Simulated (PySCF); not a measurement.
A GIAO shielding run with PySCF 2.14.0 with density-fitted response routines (density fitting, non-relativistic, gas phase) on `N[SiH2]N[SiH3]`, H8N2Si2:

```
$ OMP_NUM_THREADS=1 python probes_run.py task.json out

{"job": {"kind": "nmr", "xc": "PBE0", "basis": "6-31G*", "pop": true}, "charge": 0, "multiplicity": 1}
N     -2.227391     0.053266    -0.727646
Si    -1.003350    -0.134517     0.470424
N      0.527217    -0.436073    -0.294674
Si     2.101279     0.183197     0.115933
H     -3.171954    -0.260428    -0.541429
H     -2.208413     0.814424    -1.396215
H     -0.729947     1.044559     1.354829
H     -1.503788    -1.257004     1.325705
H      0.517609    -1.177397    -0.992277
H      2.809716    -0.592632     1.185560
H      1.962190     1.590181     0.595543
H      2.965321     0.144322    -1.104497
```

Hardware: 1 thread of an Arm Neoverse V2, shared host. The job also computes population analyses, field gradients.

Problem. How large is the calculation?

Solution. 50 electrons, 80 basis functions and 588 auxiliary functions.

Problem. How long does it take, and how much memory does it need?

Solution. 5.2 s of wall time, with 12 SCF cycles and 4 response iterations; peak memory 0.46 GiB. Times on a shared host scatter by some tens of per cent.

Problem. And these other runs on the same molecule and hardware: GIAO shielding at B97-2/pcSseg-2; GIAO shielding at BHandHLYP/pcSseg-2; GIAO shielding at CAM-B3LYP/pcSseg-2; GIAO shielding at LC-wPBE/pcSseg-2; GIAO shielding at PBE0/6-31G; GIAO shielding at PBE0/STO-3G?

Solution. B97-2/pcSseg-2: 270 functions, 26 s; BHandHLYP/pcSseg-2: 270 functions, 25 s; CAM-B3LYP/pcSseg-2: 270 functions, 37 s; LC-wPBE/pcSseg-2: 270 functions, 41 s; PBE0/6-31G: 60 functions, 3.9 s; PBE0/STO-3G: 36 functions, 2.1 s.
